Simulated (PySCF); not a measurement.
## Spin states of InC

Unrestricted PBE0; basis In def2-SVPD with ECP28, C def2-SVPD; scalar-relativistic core potentials; PySCF 2.14. Outer shells of the fragments: In 4d10 5s2 5p1; C 2s2 2p2.

Followed along the bond (rough minima from three points):

```tsv
2Ms+1	unpaired	⟨S²⟩ at the start	R at minimum (Å)	Te (eV)
4	σ ↑, π ↑↑	3.76	2.23	0.00
2	σ ↓, π ↑↑	1.77	2.21	0.58
2	σ ↑, π ↑↓	1.76	2.22	0.64
2	π ↑	0.88	2.07	1.65
```

Solutions found at the starting distance of 2.100 Å, counted from the lowest of them; the search is not exhaustive and high or unbound solutions are not listed, so other states can lie among these:

| 2Ms+1 | unpaired | term | E (eV) | ⟨S²⟩ | ⟨Lz²⟩ | μ (D) |
| --- | --- | --- | --- | --- | --- | --- |
| 4 | σ ↑, π ↑↑ | ⁴Σ⁻ | 0.00 | 3.76 | 0.00 | -2.33 |
| 2 | σ ↓, π ↑↑ | mixed | 0.56 | 1.77 | 0.00 | -2.72 |
| 2 | σ ↑, π ↑↓ | mixed | 0.64 | 1.76 | 2.01 | -2.49 |
| 2 | π ↑ | ²Π | 1.58 | 0.88 | 1.01 | -3.68 |
| 2 | σ ↑ | mixed | 1.72 | 0.77 | 2.00 | -2.25 |
| 2 | π ↑ | ²Π | 1.84 | 0.75 | 1.00 | -1.00 |
| 4 | π ↑↑↑ | ⁴Π | 3.09 | 3.77 | 1.00 | -0.98 |
| 4 | σ ↑↑, π ↑ | ⁴Π | 3.60 | 4.00 | 1.00 | -3.61 |
| 4 | π ↑↑, δ ↑ | ⁴Δ | 6.79 | 3.88 | 4.00 | -0.75 |

A term symbol is given only where ⟨S²⟩ and ⟨Lz²⟩ are close to those of a pure state; real π, δ and φ orbitals otherwise mix terms. A positive dipole means In(−)C(+).

Spin–orbit coupling is left out.
